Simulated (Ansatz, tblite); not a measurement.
Removing and adding an electron: `CCC(CC(CC(C)c1ccc(Cl)cc1)c1ccc(Cl)cc1)c1ccc(Cl)cc1`. Total charge 0; singlet. Geometry: r2SCAN-D4/def2-SVP. Ansatz, gas phase; energy differences of separate SCF runs; the oxidised species was run as a doublet alone; the reduced species was run as a doublet alone.

```xyz
56

C     2.1582   -0.9066    2.7297
C     1.0359   -0.5569    1.7602
C     1.4811    0.3571    0.6051
C     0.3227    0.6946   -0.3518
C    -0.3346   -0.5147   -1.0341
C    -1.4893   -0.0952   -1.9619
C    -2.6436    0.6589   -1.2735
C    -3.7880    0.9043   -2.2633
C    -3.1245   -0.0623   -0.0288
C    -3.0892    0.5604    1.2277
C    -3.5026   -0.1030    2.3871
C    -3.9642   -1.4168    2.2872
Cl   -4.4784   -2.2619    3.7226
C    -4.0199   -2.0644    1.0481
C    -3.6001   -1.3834   -0.0952
C     0.6694   -1.3650   -1.7853
C     1.4940   -0.8133   -2.7806
C     2.4130   -1.5961   -3.4806
C     2.5112   -2.9593   -3.1851
Cl    3.6568   -3.9461   -4.0537
C     1.7046   -3.5393   -2.2040
C     0.7925   -2.7357   -1.5145
C     2.1221    1.6396    1.0978
C     3.4157    2.0002    0.6940
C     4.0112    3.1902    1.1219
C     3.2975    4.0377    1.9717
Cl    4.0258    5.5262    2.5166
C     2.0062    3.7075    2.3946
C     1.4316    2.5143    1.9540
H     3.0003   -1.3868    2.2014
H     1.8096   -1.6050    3.5072
H     2.5538   -0.0096    3.2340
H     0.1944   -0.0818    2.3008
H     0.6244   -1.4880    1.3330
H     2.2512   -0.1893    0.0284
H    -0.4455    1.2461    0.2174
H     0.6890    1.3982   -1.1221
H    -0.7742   -1.1530   -0.2486
H    -1.8914   -1.0036   -2.4473
H    -1.0977    0.5340   -2.7828
H    -2.2670    1.6458   -0.9502
H    -4.5973    1.4890   -1.7990
H    -4.2197   -0.0480   -2.6145
H    -3.4278    1.4548   -3.1480
H    -2.7275    1.5920    1.3055
H    -3.4706    0.3898    3.3624
H    -4.3872   -3.0920    0.9897
H    -3.6436   -1.8990   -1.0611
H     1.4261    0.2540   -3.0154
H     3.0513   -1.1617   -4.2535
H     1.7952   -4.6058   -1.9858
H     0.1577   -3.1886   -0.7451
H     3.9745    1.3321    0.0294
H     5.0202    3.4631    0.8032
H     1.4650    4.3833    3.0613
H     0.4217    2.2593    2.2935
```

The xTB rows come from tblite. Single mean-field runs in def2-SVP are fitted with def2-universal-jkfit. HOMO above LUMO, or a gap near zero within one spin, warns that the state may not be the lowest or that an electron is smeared out.

```
               level  −HOMO (eV)  vertical IE (eV)  −LUMO (eV)  vertical EA (eV)  HOMO–LUMO gap (eV)  IE − EA (eV)                                     remarks
            GFN1-xTB       11.59             13.04        7.55              5.98                4.04          7.06                                           –
            GFN2-xTB       10.68             12.17        6.67              5.08                4.01          7.09                                           –
LDA (SPW92)/def2-SVP        5.89              7.47        1.76                 –                4.14             –  gap within one spin near zero (+1 doublet)
     PBE-D4/def2-SVP        5.75              7.36        1.54                 –                4.21             –  gap within one spin near zero (+1 doublet)
    PBE0-D4/def2-SVP        6.81              7.97        0.69             -0.42                6.12          8.39                HOMO above zero (-1 doublet)
```

Relaxing the oxidised species (r2SCAN-D4/def2-SVP) changes its energy by -0.07 eV at PBE-D4/def2-SVP, so the adiabatic ionisation energy to this nearest minimum is 7.29 eV. At PBE0-D4/def2-SVP it is 7.88 eV. The gap within one spin of the relaxed charge 1 doublet nearly closes, so an electron or hole may be smeared out by delocalisation error.  Run but left out: LDA (SPW92)/def2-SVP, PBE-D4/def2-SVP (charge -1 doublet: an occupied level 0.01 eV above an empty one).   A HOMO above zero means that the electron is unbound at that level or that self-interaction error raises the level; the energy of removing that electron tells which. Raw xTB energy differences between charge states are shifted by several eV; the methods need an empirical correction for them. Sets without diffuse functions give affinities that are too small. A negative affinity means that the extra electron isn't bound; its size then hangs on the basis.
